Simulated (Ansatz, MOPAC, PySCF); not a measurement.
Pair of molecules: FGeH3O (SMILES [OH][GeH2][F]) (first 6 atoms) with NH3 (SMILES N); geometry from B3LYP-D3(BJ)/def2-TZVP.
(charge 0, multiplicity 1):
```json
[
 {"atom": "O", "x (Å)": "-1.4354", "y (Å)": "0.3429", "z (Å)": "0.8150"},
 {"atom": "Ge", "x (Å)": "0.2216", "y (Å)": "-0.3274", "z (Å)": "0.6433"},
 {"atom": "F", "x (Å)": "0.0860", "y (Å)": "-0.8223", "z (Å)": "-1.0696"},
 {"atom": "H", "x (Å)": "-1.8885", "y (Å)": "0.2421", "z (Å)": "-0.0301"},
 {"atom": "H", "x (Å)": "0.4613", "y (Å)": "-1.6796", "z (Å)": "1.3194"},
 {"atom": "H", "x (Å)": "1.3465", "y (Å)": "0.7073", "z (Å)": "0.5593"},
 {"atom": "N", "x (Å)": "0.1122", "y (Å)": "0.4694", "z (Å)": "3.0109"},
 {"atom": "H", "x (Å)": "0.1453", "y (Å)": "-0.2428", "z (Å)": "3.7313"},
 {"atom": "H", "x (Å)": "0.7413", "y (Å)": "1.2186", "z (Å)": "3.2759"},
 {"atom": "H", "x (Å)": "-0.8323", "y (Å)": "0.8391", "z (Å)": "2.9658"}
]
```

Monomers are frozen at their geometry in the pair; levels with a basis set take the counterpoise correction.

The state reached by PM3 isn't checked.

The values were computed with Ansatz (Gaussian orbitals); MOPAC for PM3 (differences of heats of formation); PySCF for the dispersion terms. Values without a source in brackets are computed.

Task: One of these levels gives -343.4 meV for the interaction energy. Name it.
A) PM3
B) r2SCAN-D4/def2-TZVPPD
C) BLYP-D3(BJ)/def2-TZVPPD

Result: A, PM3. The others give -502.6 (BLYP-D3(BJ)/def2-TZVPPD), -616.6 (r2SCAN-D4/def2-TZVPPD)

Ansatz is a first-principles code.
